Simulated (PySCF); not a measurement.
NMR data sheet: MePhSiCl2

```
Formula                               : C7H8Cl2Si
SMILES                                : C[Si](Cl)(Cl)c1ccccc1
InChI                                 : InChI=1S/C7H8Cl2Si/c1-10(8,9)7-5-3-2-4-6-7/h2-6H,1H3
Point group of the computed structure : C1
Degrees of unsaturation               : 4
Carbon signals                        : 5
Proton signals                        : 4
```

Structure with atom numbers: `[CH3:1][Si:2]([Cl:3])([Cl:4])[c:5]1[cH:6][cH:7][cH:8][cH:9][cH:10]1`. Hydrogens are named by the atom that carries them.

PySCF 2.14 calculation with GIAO PBE0/pcSseg-1 shieldings and coordinates at the GFN2-xTB level; in vacuum, single conformer, averaged over atoms made equivalent by symmetry, fast rotation or ring inversion, non-relativistic Hamiltonian.

Scale: ¹H (31.72 ppm), ¹³C (186.93 ppm), ²⁹Si (349.16 ppm) against TMS (reference shieldings calculated alike).

| carbon | δC, type | δH (multiplicity) | HMBC from (2–3 bonds) | span of the C tensor (ppm) |
| --- | --- | --- | --- | --- |
| C1 | 10.7, CH3 | 0.77 (s) | – | 26 |
| C5 | 141.7, C | – | H(C6)/H(C10), H(C7)/H(C9), H(C1) | 222 |
| C6/C10 | 138.8, CH | 7.88 (m) | H(C6)/H(C10), H(C8), H(C7)/H(C9) | 246 |
| C7/C9 | 133.3, CH | 7.72 (m) | H(C6)/H(C10), H(C8), H(C7)/H(C9) | 237 |
| C8 | 136.8, CH | 7.75 (m) | H(C6)/H(C10), H(C7)/H(C9) | 241 |

Other nuclei:
| atoms | nucleus | environment | δ (ppm) | σ (ppm) |
| --- | --- | --- | --- | --- |
| Si2 | ²⁹Si | silicon bonded to 2 C, 2 Cl | 28.2 | 320.9 |

- Carbon types of the structure: 1 × C, 5 × CH, 1 × CH3, which accounts for all hydrogens.
- δC 141.7: substituted aromatic carbon.
- δC 138.8, 136.8, 133.3: aromatic CH; the aromatic region.
- δC 10.7: methyl carbon bonded to Si; an electropositive neighbour leaves it electron-rich and shielded.
- δH 7.88, 7.75, 7.72: hydrogen on an aromatic CH; ring-current deshielding.
- δH 0.77: hydrogen on a methyl carbon bonded to Si; an electropositive neighbour shields it, as in TMS itself.

Shifts are as computed. Against solution values, carbons near 30 ppm lie about +3 ppm off and those near 130 ppm about +5 ppm. Of 1211 compounds with measured shifts, 218 miss one by over three times the rms of a fit or turn the order of signals round; such compounds aren't used in these exercises. No couplings were computed; multiplicities are counted from neighbouring protons, with m where these are inequivalent, close in shift, in a saturated or five-membered ring or joined by F or P, and br s for small geminal =CH2 splittings.
